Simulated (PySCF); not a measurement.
Structure with atom numbers: `[cH:1]1[cH:2][cH:3][c:4]([SiH:5]2[CH2:6][CH2:7]2)[cH:8][cH:9]1`. Each H is labelled by its parent atom. Ha(C6), Ha(C7) are cis to C4 on the ring; Hb(C6), Hb(C7) are trans to C4 on the ring.

GIAO PBE0/pcSseg-1 shifts (PySCF 2.14, gas phase, non-relativistic, equivalent atoms averaged), each against references optimised in the same way as the molecule (TMS).

On the GFN2-xTB geometry: C3/C8 139.3, C4 137.2, C1 135.2, C2/C9 133.2, C6/C7 -0.6, Si5 -125.3, H(C3)/H(C8) 7.65, H(C1) 7.63, H(C2)/H(C9) 7.59, H(Si5) 3.61, Ha(C6)/Ha(C7) 0.88, Hb(C6)/Hb(C7) 0.75 ppm.

**Question.** What changes on the PBE0-D3(BJ)/def2-SVP geometry?

**Answer.** 
```json
{"atoms": "C3/C8", "δ (ppm)": "139.7", "change": "+0.4"}
{"atoms": "C4", "δ (ppm)": "136.7", "change": "-0.5"}
{"atoms": "C1", "δ (ppm)": "135.3", "change": "+0.1"}
{"atoms": "C2/C9", "δ (ppm)": "133.5", "change": "+0.3"}
{"atoms": "C6/C7", "δ (ppm)": "-2.7", "change": "-2.1"}
{"atoms": "Si5", "δ (ppm)": "-113.5", "change": "+11.8"}
{"atoms": "H(C3)/H(C8)", "δ (ppm)": "7.52", "change": "-0.13"}
{"atoms": "H(C1)", "δ (ppm)": "7.44", "change": "-0.19"}
{"atoms": "H(C2)/H(C9)", "δ (ppm)": "7.41", "change": "-0.18"}
{"atoms": "H(Si5)", "δ (ppm)": "3.60", "change": "-0.01"}
{"atoms": "Ha(C6)/Ha(C7)", "δ (ppm)": "0.78", "change": "-0.10"}
{"atoms": "Hb(C6)/Hb(C7)", "δ (ppm)": "0.77", "change": "+0.02"}
```

Bonds between heavy atoms that differ most (equivalent bonds averaged): Si5–C6 1.886 → 1.860 Å, C3–C4 1.393 → 1.404 Å, C2–C3 1.382 → 1.393 Å, C1–C2 1.385 → 1.394 Å, C4–Si5 1.872 → 1.863 Å. Mean change of bonds to hydrogen: C–H +0.014 Å, Si–H +0.030 Å.
